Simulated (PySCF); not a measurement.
PySCF job for hexafluorophosphate (F6P), SMILES F[P-](F)(F)(F)(F)F, charge -1, B3LYP/pcSseg-1. The structure is a stationary point at TPSSh-D3(BJ)/def2-SVPD.

```python
import numpy as np
from pyscf import gto, scf, dft
from pyscf.prop.nmr import rks as nmr

mol = gto.M(
    atom='''
    F     0.00000000   -1.65003979    0.00000000
    P     0.00000000    0.00000000    0.00000000
    F     1.65003979    0.00000000    0.00000000
    F    -1.65003979    0.00000000    0.00000000
    F     0.00000000    0.00000000    1.65003979
    F     0.00000000    1.65003979    0.00000000
    F     0.00000000    0.00000000   -1.65003979
    ''',
    basis='pcSseg-1',
    charge=-1,
    spin=0,
    max_memory=1600,
    verbose=3,
)
mf = dft.RKS(mol, xc='b3lyp')
mf.grids.level = 3
mf.conv_tol = 1e-10
mf.max_cycle = 100
mf.kernel()
n = nmr.NMR(mf)
n.verbose = 2
n.max_cycle_cphf = 60
sigma = n.kernel()
print('atom   isotropic/ppm   span/ppm')
for i, s in enumerate(sigma):
    w = np.linalg.eigvalsh((s + s.T) / 2)
    print(f'{mol.atom_symbol(i):2s}{i + 1:3d} {w.mean():14.3f} {w[2] - w[0]:11.3f}')
```

Log of the run:

```
converged SCF energy = -940.647960779077
atom   isotropic/ppm   span/ppm
F   1        241.272     235.742
P   2        415.574       0.000
F   3        241.272     235.742
F   4        241.272     235.742
F   5        241.272     235.742
F   6        241.272     235.742
F   7        241.272     235.742
```

The run converged.

Cost: roughly 27 core-seconds.
